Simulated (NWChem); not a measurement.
**Correlation energy of HCu**

```xyz
2

Cu     0.0000     0.0000     0.0488
H      0.0000     0.0000    -1.4145
```
Charge 0, spin multiplicity 1.

Everything below was run with NWChem. All single points use one geometry, from PBE/def2-SVP, a minimum by its harmonic frequencies.

Basis set: def2-TZVP. Each correlation energy counts from its own Hartree-Fock reference.

The correlated methods keep 9 core orbitals frozen. The structure started from a generated list of species. Coupled-cluster values serve here as a point of comparison, not as the truth.

Question: One of these methods gave a correlation energy of -443.8 mHa. Which?
A. MP2
B. SCS-MP2
C. CR-CCSD[T]
D. CR-CCSD(T)

Answer: A, MP2. The others give -395.3 (SCS-MP2), -407.4 (CR-CCSD[T]), -403.0 (CR-CCSD(T)).
